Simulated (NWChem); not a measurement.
System meant: HfNH₅; SMILES [HfH3][NH2]

NWChem input:

```
start job
memory heap 200 mb stack 900 mb global 1100 mb
geometry units angstroms noautoz
  Hf    -0.006746     0.207888    -0.003019
  N     -0.045883    -1.790803    -0.006284
  H     -0.838176    -2.365823     0.280208
  H      0.721009    -2.407494    -0.274590
  H     -1.046953     0.830546     1.407443
  H      1.752474     0.811980     0.055182
  H     -0.798441     0.712116    -1.602620
end
basis spherical
  * library def2-svp
end
ecp
  Hf library def2-ecp
end
dft
  xc xpbe96 cpbe96
  iterations 4
  mulliken
end
task dft energy
```

End of the output:

```
    Atom       Charge   Shell Charges
 -----------   ------   -------------------------------------------------------
    1 Hf  12    11.59   0.00  0.03  1.13  0.79  0.45  0.29  4.90  1.24  0.33  1.68  0.64  0.12
    2 N    7     7.10   1.97  0.73  0.45  2.22  1.71  0.02
    3 H    1     0.90   0.57  0.20  0.12
    4 H    1     0.90   0.57  0.20  0.12
    5 H    1     1.17   0.66  0.50  0.01
    6 H    1     1.17   0.66  0.50  0.01
    7 H    1     1.17   0.66  0.50  0.01

 center of mass
 --------------
 x =   0.00075174 y =   0.09370759 z =   0.00175443

 moments of inertia (a.u.)
 ------------------
         250.411805084252           0.000000000000          -0.000000000000
           0.000000000000          38.591969376516          -0.000000000000
          -0.000000000000          -0.000000000000         256.499347510137

     Multipole analysis of the density
     ---------------------------------

     L   x y z        total         alpha         beta         nuclear
     -   - - -        -----         -----         ----         -------
     0   0 0 0     -0.000000    -12.000000    -12.000000     24.000000

     1   1 0 0      0.041308      0.054036      0.054036     -0.066764
     1   0 1 0     -1.058191     11.251203     11.251203    -23.560596
     1   0 0 1      0.131448      0.150018      0.150018     -0.168587

     2   2 0 0    -26.621560    -24.393820    -24.393820     22.166081
     2   1 1 0     -0.068344     -0.055285     -0.055285      0.042225
     2   1 0 1     -0.002757     -0.001147     -0.001147     -0.000464
     2   0 2 0    -20.031853    -74.713896    -74.713896    129.395939
     2   0 1 1     -0.252907     -0.130386     -0.130386      0.007865
     2   0 0 2    -28.814342    -22.469671    -22.469671     16.124999

 ------------------------------------------------------------------------
 dft energy failed                                                                                  0
 ------------------------------------------------------------------------
 ------------------------------------------------------------------------
  current input line :
    23: task dft energy
 ------------------------------------------------------------------------
 ------------------------------------------------------------------------
 This type of error is most commonly associated with calculations not reaching convergence criteria
 ------------------------------------------------------------------------
 For more information see the NWChem manual at https://nwchemgit.github.io

0:dft energy failed:Received an Error in Communication
```

**Question.** Find the fault in this run and fix the input.

**Answer.** The run did not converge; its last values are not results. Cause: the SCF was allowed too few iterations. This input runs:
```
start job
memory heap 200 mb stack 900 mb global 1100 mb
geometry units angstroms noautoz
  Hf    -0.006746     0.207888    -0.003019
  N     -0.045883    -1.790803    -0.006284
  H     -0.838176    -2.365823     0.280208
  H      0.721009    -2.407494    -0.274590
  H     -1.046953     0.830546     1.407443
  H      1.752474     0.811980     0.055182
  H     -0.798441     0.712116    -1.602620
end
basis spherical
  * library def2-svp
end
ecp
  Hf library def2-ecp
end
dft
  xc xpbe96 cpbe96
  iterations 150
  mulliken
end
task dft energy
```
It converges to -105.63370 Ha (PBE/def2-SVP with def2 effective core potentials on Hf).
